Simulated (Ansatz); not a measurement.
Molecule: trichloro(hydroxy)silane, sum formula HSiOCl3 (charge 0, singlet). 
Coordinates optimised at B3LYP-D3(BJ)/def2-TZVP (Ansatz, a program for electronic structure):
```xyz
6

Si     0.2280    -0.0390     0.1385
Cl     0.3609     1.6070    -1.0631
Cl    -0.2065    -1.6452    -1.0459
Cl    -1.2385     0.2241     1.5130
O      1.6023    -0.2744     0.9646
H      2.4188    -0.4195     0.4774
```

Cost against accuracy for the electronic atomisation energy, in kcal/mol, with Ansatz. The level to compare with is CCSD(T)/CBS(cc-pV(T+d)Z,cc-pV(Q+d)Z), which has limits of its own. With the core correlation from cc-pwCVTZ added it gives 519.9 kcal/mol. Valence correlation only, unless marked. Open shells are spin-unrestricted. No spin-orbit coupling. Non-relativistic. CBS marks a two-point X^-3 extrapolation of the correlation energy; Hartree-Fock from the larger set. [CCSD(T)-MP2]/basis is that difference in the basis named. Relative costs come from core seconds of the molecule's runs on one kind of shared machine; take them as rough. The def2-TZVPD runs include forces, double hybrids apart; the rest are energies alone. Times hold the program's checks for lower states and leave out the atoms.

```tsv
level	cost over PBE
PBE/def2-TZVPD	1×
RI-MP2/cc-pV(Q+d)Z	1×
CCSD(T)/cc-pV(D+d)Z	2×
r2SCAN-D3(BJ)/def2-TZVPD + dftd3	2×
PBE0-D3(BJ)/def2-TZVPD + dftd3	2×
B2GP-PLYP-D3(BJ)/def2-TZVPD + dftd3	2×
B2PLYP-D4/def2-TZVPD + dftd4	2×
CAM-B3LYP-D3(BJ)/def2-TZVPD + dftd3	2×
RI-MP2/aug-cc-pV(Q+d)Z	2×
B97M-V/def2-TZVPD	3×
wB97M-V/def2-TZVPD	4×
RI-MP2/CBS(aug-cc-pV(T+d)Z,aug-cc-pV(Q+d)Z)+[CCSD(T)-MP2]/aug-cc-pV(D+d)Z	10×
CCSD(T)/aug-cc-pV(T+d)Z	30×
```

Which is the cheapest level whose absolute difference stays within 1 kcal/mol?

B97M-V/def2-TZVPD at 3× PBE's cost, difference 0.3 kcal/mol. All differences: PBE/def2-TZVPD -4.4, RI-MP2/cc-pV(Q+d)Z 13.7, CCSD(T)/cc-pV(D+d)Z -66.5, r2SCAN-D3(BJ)/def2-TZVPD + dftd3 -1.7, PBE0-D3(BJ)/def2-TZVPD + dftd3 -8.8, B2GP-PLYP-D3(BJ)/def2-TZVPD + dftd3 -12.0, B2PLYP-D4/def2-TZVPD + dftd4 -15.1, CAM-B3LYP-D3(BJ)/def2-TZVPD + dftd3 -14.3, RI-MP2/aug-cc-pV(Q+d)Z 16.2, B97M-V/def2-TZVPD 0.3, wB97M-V/def2-TZVPD -2.9, RI-MP2/CBS(aug-cc-pV(T+d)Z,aug-cc-pV(Q+d)Z)+[CCSD(T)-MP2]/aug-cc-pV(D+d)Z -2.2, CCSD(T)/aug-cc-pV(T+d)Z -20.4.
